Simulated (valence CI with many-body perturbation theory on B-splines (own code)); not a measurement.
# Questions on Rh XIV

Computed by valence CI with perturbative core correlation (CI+MBPT): four valence electrons over a frozen Dirac-Fock core [Ar] 3d10, radial functions for each j: 11 s, 11 p, 10 d, 8 f, 5 g, 2 h, with the one-electron correlation potential Σ1, the two-electron term Σ2, the three-electron term Σ3, Breit, model QED; selected CI, second order for the rest, scaled by the run's own slope (own B-spline code, finite nucleus).

No measured levels were compared; by estimate levels hold to about 250 cm⁻¹ or 0.2 % of their energy and the worst to 1 %, as in measured heavy ions of charge 2 to 7; those with d or f electrons hold less well. Among the levels kept, up to 600 cm⁻¹ of a level comes from second order outside the variational space, and about a tenth of that is noise between levels of different J, which matters for small intervals.

Names give the largest LS component (configuration and term), which can be under half, so a name can repeat, a term be missing and a line seem to break the LS rules; names also repeat where a configuration has a term twice.

Rates and lifetimes use the calculated energies. Strong lines usually hold to 10 to 20 %, long lifetimes can be off by a factor of two.

(1) What is the ground level?

(2) Where does the other parity begin?

(3) What is the ionisation energy?

(4) Among levels below 1236700 cm⁻¹, which E1 lines absorb most strongly from the ground level?

(5) How well does LS coupling describe the low levels?

## Answers

(1) 4s2 4p2 3P_0, composition 85 % 4s2 4p2 3P + 13 % 4s2 4p2 1S.

(2) At 4s 4p3 5S°_2, 263550 cm⁻¹.

(3) 307.07 eV; NIST lists 306 ± 3 eV (theoretical).

(4) to 4s2 4p 4d 3D°_1 at 18.76 nm, f = 1.95; to 4s 4p3 3D°_1 at 31.30 nm, f = 0.273; to 4s 4p3 3S°_1 at 23.77 nm, f = 0.236.

(5) Among the lowest 20 levels the leading LS term, summed over configurations, holds 78 % on average. For single configurations the figures are 74 % in LS and 77 % in jj coupling. Terms mix most in the J = 2 level at 522260 cm⁻¹, where the leading one holds 45 %.
